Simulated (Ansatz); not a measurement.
Geometry optimisation, RKS B3LYP-D4/def2-SVP in Ansatz.

input.yaml

```yaml
crystal:
  periodic: [false, false, false]
  atoms:
    - { symbol: Ta, position_ang: [0.0, 0.0, 0.0] }
    - { symbol: F, position_ang: [2.28, 0.0, 0.0] }
    - { symbol: Cl, position_ang: [0.0, 0.0, 2.47] }
    - { symbol: Cl, position_ang: [0.0, 0.0, -2.47] }
    - { symbol: Cl, position_ang: [-1.235, 2.139, 0.0] }
    - { symbol: "N", position_ang: [-1.08, -1.8706, 0.0] }
    - { symbol: H, position_ang: [-1.8056, -2.0636, 0.7482] }
    - { symbol: H, position_ang: [-0.8844, -2.5955, -0.7482] }
    - { symbol: H, position_ang: [0.6622, 1.6413, 1.1303] }
    - { symbol: H, position_ang: [1.6779, 1.1985, 0.8254] }
basis:
  gaussian: { orbitals: def2-SVP }
hamiltonian:
  xc: b3lyp
  dispersion: d4
relax:
  f_tol: 0.15
  max_steps: 25
  restrain:
    - { distance: [0, 8], at: 1.8, k: 30.0 }
    - { distance: [9, 1], at: 0.92, k: 30.0 }
    - { distance: [0, 1], at: 3.13, k: 30.0 }
    - { distance: [9, 8], at: 1.86, k: 30.0 }
```

Run as:

```bash
$ ansatz run input.yaml --threads 4 --pin off --max-ram 5120MiB --backend cpu --events-out ev --progress --plain --runs-dir out
```

Q: Where does it end, and by what steps?

A: It converged. The restraints hold the end off the free minimum; the threshold counts their pulls, which the force column leaves out. Restrained pairs: Ta1–H9 (2.10 → 1.79 Å), F2–H10 (1.57 → 0.93 Å), Ta1–F2 (2.28 → 3.12 Å), H9–H10 (1.15 → 1.86 Å). After 19 steps the energy has fallen by 2.770 eV (the restraints' own energy left out); H7 moved furthest, 2.03 Å.

```tsv
step	energy less start (eV)	largest force component (eV/Å)	accepted
0	0.0000	3.678	yes
1	0.9097	2.845	yes
2	0.7712	2.612	yes
3	0.0605	2.106	yes
4	-0.9141	1.242	yes
5	-1.5072	0.840	yes
6	-1.8643	0.790	yes
7	-2.0947	0.850	yes
8	-2.2984	1.039	yes
9	-2.4493	0.836	yes
10	-2.5613	0.345	yes
11	-2.6240	0.585	yes
12	-2.6556	0.319	yes
13	-2.6721	0.517	yes
14	-2.6815	0.797	yes
15	-2.7362	0.454	yes
16	-2.7583	0.433	yes
17	-2.7511	0.500	no
18	-2.7647	0.597	yes
19	-2.7696	0.439	yes
```

```xyz
10
Properties=species:S:1:pos:R:3
Ta -0.604 0.466 0.114
F 2.153 -0.915 0.613
Cl -0.652 0.674 2.457
Cl 0.188 0.895 -2.057
Cl -2.617 1.538 -0.221
N -0.685 -1.465 0.005
H 0.147 -2.034 0.177
H -1.495 -2.032 -0.245
H 0.936 1.311 0.445
H 2.244 0.010 0.668
```

Time of the run: 76 s on 4 threads of Intel(R) Xeon(R) Platinum 8488C (Sapphire Rapids), with other jobs on the host, peak memory 0.41 GiB.
